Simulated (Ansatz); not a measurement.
Basis-set series for BH6NOSi2. The species carries charge 0 and has multiplicity 1. The bonds changed during the relaxation, so this is another structure than the one it started from. The structure was optimised at the PBE0-D4/def2-TZVP level. It is one conformer, not always the lowest.

```xyz
11

B    -0.4505   -1.0616   -1.0156
Si   -0.4044   -0.4822    0.8570
O    -0.8630   -0.8908    2.3600
N     0.4394    0.9455    0.6401
Si    0.5731    0.6985   -1.1461
H    -1.5657   -1.0606   -1.4714
H     0.1871   -2.0653   -1.2080
H    -0.6564   -0.3276    3.1106
H     0.7769    1.6968    1.2202
H     2.0170    0.6837   -1.5144
H    -0.0534    1.8634   -1.8325
```

```tsv
functional	basis	functions	energy (Eh)	HOMO (eV)	LUMO (eV)
PBE0-D4	def2-SVP	108	-736.75760	-7.09	-0.81
PBE0-D4	def2-QZVPP	491	-737.18817	-7.18	-0.96
ωB97M-V	def2-SVP	108	-737.06626	-9.09	1.23
ωB97M-V	def2-QZVPP	491	-737.50184	-9.22	0.64
```

(1) Give the rows for def2-TZVPP. (Estimate.)

## Answers

(1) Ansatz gave: 
```tsv
functional	basis	functions	energy (Eh)	HOMO (eV)	LUMO (eV)
PBE0-D4	def2-TZVPP	261	-737.15906	-7.16	-0.92
ωB97M-V	def2-TZVPP	261	-737.47481	-9.20	1.02
```

Positive LUMOs are unbound and depend on the basis.
